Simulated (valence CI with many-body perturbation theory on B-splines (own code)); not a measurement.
# Energy levels of Cu8+

Method: configuration interaction combined with many-body perturbation theory (CI+MBPT): three valence electrons over a frozen Dirac-Fock core [Ar], a basis of 9 s, 9 p, 10 d, 8 f, 5 g, 3 h, 1 i functions for each j, with the one-electron correlation potential Σ1 (screened to all orders), the two-electron term Σ2, the three-electron term Σ3, Breit, model QED; selected single and double excitations, second order for the rest, scaled by the run's own slope (own B-spline code, finite nucleus).

No measured spectrum was set against this ion. As an estimate, terms of the open shell hold to 2 to 4 % of their energy, and close levels can change places; different configurations can be misplaced against each other by 1,000 to 8,000 cm⁻¹. Core correlation moves these levels by up to 2700 cm⁻¹, and in measured spectra 5 to 20 % of such shifts remained as error; rates that hang on mixing are uncertain with them. The list stops below the first excitations out of the core. Only levels of the ground parity were solved; by the run's estimate the other parity begins above the list, which can be wrong where configurations are misplaced.

Levels 1 to 19 of 19, with energies above the lowest level, 3d³ ⁴F_3/2. "Leading %" is the weight of the configuration and term that name the level; weights of strongly mixed levels are sums over their largest components and can fall short. In the jj column 3d3/2^4 stands for four electrons in 3d with j = 3/2. Lifetimes count E1, E2, E3, M1 and M2 decay at the calculated energies, and are blank where another channel may lead or the interval is too uncertain; long ones can be off by a factor of two.

```tsv
No.	Configuration	Term	J	E (eV)	Leading %	Leading jj	Lifetime
1	3d³	⁴F	3/2	0.000	99	3d3/2^3 (40 %)	
2	3d³	⁴F	5/2	0.154	100	3d3/2^2 3d5/2 (78 %)	12.1 s
3	3d³	⁴F	7/2	0.351	100	3d3/2 3d5/2^2 (76 %)	5.71 s
4	3d³	⁴F	9/2	0.580	99	3d3/2 3d5/2^2 (48 %)	5.89 s
5	3d³	⁴P	1/2	3.253	97	3d3/2^2 3d5/2 (69 %)	6.87 s
6	3d³	⁴P	3/2	3.287	93	3d3/2^2 3d5/2 (52 %)	3.94 s
7	3d³	²G	7/2	3.511	100	3d3/2 3d5/2^2 (50 %)	279 ms
8	3d³	⁴P	5/2	3.511	99	3d3/2 3d5/2^2 (64 %)	3.93 s
9	3d³	²G	9/2	3.687	93	3d3/2^2 3d5/2 (58 %)	175 ms
10	3d³	²D	3/2	4.499	49	3d3/2 3d5/2^2 (54 %)	101 ms
11	3d³	²P	1/2	4.610	97	3d3/2 3d5/2^2 (69 %)	367 ms
12	3d³	²H	9/2	4.840	93	3d3/2 3d5/2^2 (48 %)	389 ms
13	3d³	²H	11/2	4.943	100	3d3/2 3d5/2^2 (100 %)	1.17 s
14	3d³	²D	5/2	5.057	99	3d3/2 3d5/2^2 (53 %)	108 ms
15	3d³	²D	3/2	5.159	50	3d5/2^3 (79 %)	102 ms
16	3d³	²F	7/2	7.846	100	3d3/2 3d5/2^2 (73 %)	184 ms
17	3d³	²F	5/2	7.947	99	3d3/2 3d5/2^2 (53 %)	262 ms
18	3d³	²D	5/2	12.264	99	3d3/2^2 3d5/2 (52 %)	21.5 ms
19	3d³	²D	3/2	12.353	100	3d3/2 3d5/2^2 (88 %)
```

Names give the largest LS component (configuration and term), which can be under half, so a name can repeat, a term be missing and a line seem to break the LS rules; names also repeat where a configuration has a term twice.

The ionisation energy to 3d² ³F2 of the next ion comes out as 198.38 eV (NIST: 198 ± 2.2 eV (theoretical)). All 19 levels together are meant to be complete up to 53.007 eV.
